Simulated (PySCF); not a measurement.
How methods differ on the ionisation energy of Cl(2+)

Cl(2+) [Ne] 3s2 3p3 (4S) → Cl(3+) [Ne] 3s2 3p2 (3P), as a difference of total energies. Computed with PySCF 2.14 in def2-TZVPPD, with no relativity, point nucleus. Correlated levels: valence: [Ne] frozen; valence and next inner shell: 1s2 frozen. The calculations carry no spin-orbit coupling.

| method | ionisation energy (eV) |
| --- | --- |
| UHF | 38.958 |
| LDA | 39.669 |
| PBE | 39.584 |
| PBE0 | 39.664 |
| r2SCAN | 39.825 |
| B2PLYP | 39.487 |
| PBEsol | 39.560 |
| MN15 | 39.716 |
| M06 | 39.552 |
| MP2 (valence) | 39.607 |
| SCS-MP2 (valence) | 39.408 |
| MP2 (valence and next inner shell) | 39.633 |
| SCS-MP2 (valence and next inner shell) | 39.430 |

**Question.** How much does correlation contribute at MP2 (valence and next inner shell)?

**Answer.** 39.633 − (38.958) = 0.675 eV, measured against UHF.

A first-order spin-orbit estimate (lowest level to lowest level, LS coupling) adds -0.102 eV.

Errors of the correlated levels include the incompleteness of this basis and the frozen core.

For comparison: 39.8 ± 0.11 eV (semi-empirical (NIST evaluation); NIST Atomic Spectra Database, ionization energies).
